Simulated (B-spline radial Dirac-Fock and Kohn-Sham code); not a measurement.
# Muonic X-ray lines of ¹²¹Sb

Nucleus: ¹²¹Sb, uniformly charged sphere, rms radius 4.6802 fm (measured, Angeli and Marinova 2013).

Level of theory: the Dirac equation of a negative muon with reduced mass in the field of a spherical finite nucleus, with the Uehling potential to all orders; nuclear polarisation, deformation, hyperfine structure, self-energy, higher-order vacuum polarisation, relativistic recoil and electron screening are left out; a radial B-spline solver.

| transition | energy (keV) | point nucleus, no QED (keV) |
| --- | --- | --- |
| 2p3/2 → 1s1/2 | 3534 | 5739 |
| 2p1/2 → 1s1/2 | 3486 | 5670 |
| 3p3/2 → 1s1/2 | 4554 | 6761 |
| 3d5/2 → 2p3/2 | 1022 | 1028 |
| 3d3/2 → 2p1/2 | 1064 | 1091 |
| 4f7/2 → 3d5/2 | 359.3 | 357.5 |
| 4f5/2 → 3d3/2 | 364.4 | 362.6 |
| 5g9/2 → 4f7/2 | 165.6 | 165.1 |
| 6h11/2 → 5g9/2 | 89.77 | 89.56 |

The 2p fine-structure splitting is 48.68 keV, and 2s lies 301.8 keV above 2p1/2.

Values without a named source are computed, but for edge energies of neutral atoms, which are taken from tables.
